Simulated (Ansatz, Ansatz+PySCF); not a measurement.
```tsv
atom	x (Å)	y (Å)	z (Å)
Be	0.0000	0.0000	-0.4212
H	0.0000	0.0000	1.6846
```

Basis set: 6-31G (spherical functions). All electrons are correlated. Correlation on ROHF uses semicanonical orbitals with singles. Charge 0, multiplicity 2.

Computed with Ansatz (development build ahead of 0.2.0); each method stands on the lowest determinant of its kind that the runs found.

Question: Give the atomization energy at this shape (free ground-state atoms in the same class of orbitals less the molecule, no zero-point energy) of doublet BeH by PBE0 (unrestricted), ROHF-CCSD(T), UHF-MP2, ROHF-MP2, UHF, ROHF.

Answer:

```
             method  atomization energy
PBE0 (unrestricted)             0.93 eV
       ROHF-CCSD(T)             0.36 eV
            UHF-MP2             0.51 eV
           ROHF-MP2             0.29 eV
                UHF             0.60 eV
               ROHF             0.32 eV
```

Caution for ROHF-CCSD(T), UHF-MP2, ROHF-MP2: bonds are stretched, where a single reference can fail. Caution for UHF-MP2, UHF: the unrestricted determinant is spin contaminated. Caution for UHF: a free atom is spin contaminated.

This basis has no polarisation functions and is too small for such energies, which can lie far from measured ones in either direction.
